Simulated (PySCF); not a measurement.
A species of formula C7H10F2 has this rotational fingerprint, computed with PBE0/pcSseg-1 in PySCF (dipole) on a GFN2-xTB geometry, gas phase:

* Rotational constants: A = 2659, B = 772.9, C = 637.1 MHz
* Dipole components: |μa| = 2.77 D, |μb| = 0.42 D, |μc| = 0.93 D
* Inertial defect: -50.66 u·Å²
* κ: -0.87

Question: Which structure is it? (One computed conformer of each.)
A. `[F:1]/[CH:2]=[CH:3]\[CH2:4][C:5]1([CH2:6][F:7])[CH2:8][CH2:9]1` with C2–C3–C4–C5 120°, C3–C4–C5–C6 -67°, C4–C5–C6–F7 179°
B. `F[C@@H]1[C@H]2CC[C@]1(F)CC2`
C. `[CH3:1][CH2:2]/[CH:3]=[C:4](/[CH:5]=[CH:6]/[F:7])[CH2:8][F:9]` with C1–C2–C3–C4 103°, C3–C4–C5–C6 -174°, C3–C4–C8–F9 116°
D. `[F:1][CH2:2][C@@H:3]1[CH2:4][C@H:5]2[CH2:6][C@:7]1([F:8])[CH2:9]2` with F1–C2–C3–C4 -68°

Answer: C. It is CC/C=C(/C=C/F)CF, an asymmetric top, point group C1. The candidates at the same level (rigid rotor, commonest isotopes):

```json
{"SMILES": "CC/C=C(/C=C/F)CF", "A (MHz)": "2659", "B (MHz)": "772.9", "C (MHz)": "637.1", "μa (D)": "2.77", "μb (D)": "0.42", "μc (D)": "0.93", "Δ (u·Å²)": "-50.66", "point group": "C1", "rotor": "asymmetric top"}
{"SMILES": "F[C@@H]1[C@H]2CC[C@]1(F)CC2", "A (MHz)": "2071", "B (MHz)": "1925", "C (MHz)": "1517", "μa (D)": "2.62", "μb (D)": "1.13", "μc (D)": "0.04", "Δ (u·Å²)": "-173.28", "point group": "C1", "rotor": "asymmetric top"}
{"SMILES": "F/C=C\\CC1(CF)CC1", "A (MHz)": "2728", "B (MHz)": "914.4", "C (MHz)": "785.2", "μa (D)": "0.93", "μb (D)": "1.33", "μc (D)": "0.72", "Δ (u·Å²)": "-94.23", "point group": "C1", "rotor": "asymmetric top"}
{"SMILES": "FC[C@@H]1C[C@H]2C[C@]1(F)C2", "A (MHz)": "2608", "B (MHz)": "1364", "C (MHz)": "1079", "μa (D)": "1.65", "μb (D)": "1.23", "μc (D)": "0.49", "Δ (u·Å²)": "-95.75", "point group": "C1", "rotor": "asymmetric top"}
```

`FC[C@@H]1C[C@H]2C[C@]1(F)C2` has B 77 % too high; `F/C=C\CC1(CF)CC1` has C 23 % too high; `F[C@@H]1[C@H]2CC[C@]1(F)CC2` has B 149 % too high. No structure here is proved a minimum.
